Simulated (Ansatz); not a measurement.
GaGeH5 (`[GaH2][GeH3]`). The species carries charge 0 and has multiplicity 1. All single points use the PBE0-D4/def2-TZVP geometry.

```xyz
7

Ga   -0.085    1.101    0.880
Ge    0.049   -0.789   -0.663
H    -1.181    1.129    2.007
H     0.936    2.292    0.781
H     0.709   -0.424   -2.005
H     0.904   -1.908   -0.031
H    -1.331   -1.401   -0.969
```

**Question.** What is the dipole moment at PBE/def2-TZVPP? (Best estimate.)

**Answer.** Ansatz gave: 0.26 D, with components (-0.03, 0.22, 0.13) D in this frame, pointing from negative to positive charge.

**Question.** And with r2SCAN, B3LYP, ωB97M-V? (Estimate.)

**Answer.** Computed: r2SCAN 0.28 D, B3LYP 0.30 D, ωB97M-V 0.34 D.

**Question.** Give the Mulliken charges with PBE, B3LYP, ωB97M-V in def2-TZVPP. (Best estimate.)

**Answer.** Ansatz gave: 
```json
{"atom": "Ga1", "PBE": "0.20", "B3LYP": "0.23", "ωB97M-V": "0.23"}
{"atom": "Ge2", "PBE": "-0.10", "B3LYP": "-0.09", "ωB97M-V": "-0.21"}
{"atom": "H3", "PBE": "-0.04", "B3LYP": "-0.06", "ωB97M-V": "-0.03"}
{"atom": "H4", "PBE": "-0.04", "B3LYP": "-0.06", "ωB97M-V": "-0.03"}
{"atom": "H5", "PBE": "-0.01", "B3LYP": "-0.01", "ωB97M-V": "0.02"}
{"atom": "H6", "PBE": "-0.01", "B3LYP": "-0.01", "ωB97M-V": "0.01"}
{"atom": "H7", "PBE": "-0.01", "B3LYP": "-0.01", "ωB97M-V": "0.01"}
```

B3LYP here is the variant with VWN-RPA as its local correlation; programs differ in this.
